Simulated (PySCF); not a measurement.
**Krypton: a sound run and one with changed settings**

Sound run: Kr [Kr], Kr⁺ [Ar] 3d10 4s2 4p5. All numbers are calculated (PySCF 2.14, a scalar-relativistic core potential, in cc-pVDZ-PP with ECP10MDF). In the sound run the correlated levels freeze 3s2 3p6 3d10 outside the core potential. The sound run starts from symmetry-adapted Hartree-Fock orbitals and uses a fine grid where one is needed.

A second run was set up differently.

| species | method | sound run (hartree) | changed run (hartree) | converged |
| --- | --- | --- | --- | --- |
| Kr | MP2 | -462.29719 | -462.31760 | yes |
| Kr⁺ | MP2 | -461.78913 | -461.80856 | yes |

Ionisation energy of Kr:

| method | sound run (eV) | changed run (eV) |
| --- | --- | --- |
| UHF | 13.156 | 13.156 |
| MP2 | 13.825 | 13.852 |
| SCS-MP2 | 13.746 | 13.762 |

(1) What was changed?
A. minimal basis
B. all electrons correlated in a valence basis
C. basis contracted for another Hamiltonian
D. a valence shell is frozen

Answers

(1) B. A valence basis has no tight correlating functions, so it recovers only part of the core correlation, and not evenly between atom and ion.
